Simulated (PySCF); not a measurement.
## Fractional electron number in Mn²⁺ (manganese, charge +2)

The 3d alpha orbital of [Ar] 3d5 is emptied in steps (occupation f), with all orbitals relaxed, ending at [Ar] 3d4. All numbers are calculated (PySCF 2.14, no relativity, point nucleus, in aug-pcseg-2 (7s5p4d3f2g, 81 functions)). The exact energy is a straight line in f; departures are measured from the line between the end points of the same method.

```csv
f,r2SCAN0 (eV)
1,0.000
0.8,-0.845
0.6,-1.272
0.4,-1.276
0.2,-0.852
0,0.000
```

```json
{"method": "r2SCAN0", "E(f=0) − E(f=1) (eV)": "33.938", "−ε at f=1 (eV)": "28.680", "−ε at f=0.4 (eV)": "34.985"}
```

Orbital energy along the path (eV):

| f | r2SCAN0 |
| --- | --- |
| 1 | -28.680 |
| 0.8 | -30.751 |
| 0.6 | -32.857 |
| 0.4 | -34.985 |
| 0.2 | -37.126 |
| 0 | -39.274 |

Reference removal energy between the ground levels: 33.668 ± 0.012 eV (measured; NIST Atomic Spectra Database, ionization energies). The calculation has no spin-orbit coupling. The determinant left behind need not be the lowest term of the ion.
